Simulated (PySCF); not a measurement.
**How methods differ on the excitation energy of Hg⁺**

Hg⁺ [Xe] 4f14 5d10 6s1 (2S) → Hg⁺ [Xe] 4f14 5d9 6s2 (2D), as a difference of total energies. Computed with PySCF 2.14 in x2c-TZVPPall (11s7p7d3f1g, 97 functions), with the spin-free X2C one-electron Hamiltonian (Gaussian nucleus). The calculations carry no spin-orbit coupling.

```csv
method,excitation energy (eV),error (eV)
UHF,5.504,+0.355
HSE06,5.251,+0.102
revPBE,5.151,+0.002
wB97M-V,5.271,+0.122
```

Reference: 5.149 eV (measured; NIST levels, between the centres of gravity of the two terms).
